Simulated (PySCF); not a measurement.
B3LYP has the VWN-RPA correlation part, as in Gaussian. 

Z-matrix (Å, degrees):
```
Hf
S 1 2.4376
H 2 1.3558 1 92.25
S 1 2.4376 2 110.64 3 18.35
H 4 1.3557 1 92.18 2 100.09
S 1 2.4377 2 110.61 3 -100.27
H 6 1.3556 1 92.22 2 -18.39
S 1 2.4377 2 107.21 3 139.02
H 8 1.3558 1 92.19 2 139.11
```
Charge 0, spin multiplicity 1.

Q: Give the HOMO, charge on the central atom (Mulliken) and LUMO at the level B3LYP-D3(BJ)/def2-TZVP // r2SCAN-D4/def2-SVP (PySCF).

A: 
```yaml
HOMO: -7.67 eV
charge on the central atom (Mulliken): 0.98 e
LUMO: -2.25 eV
```
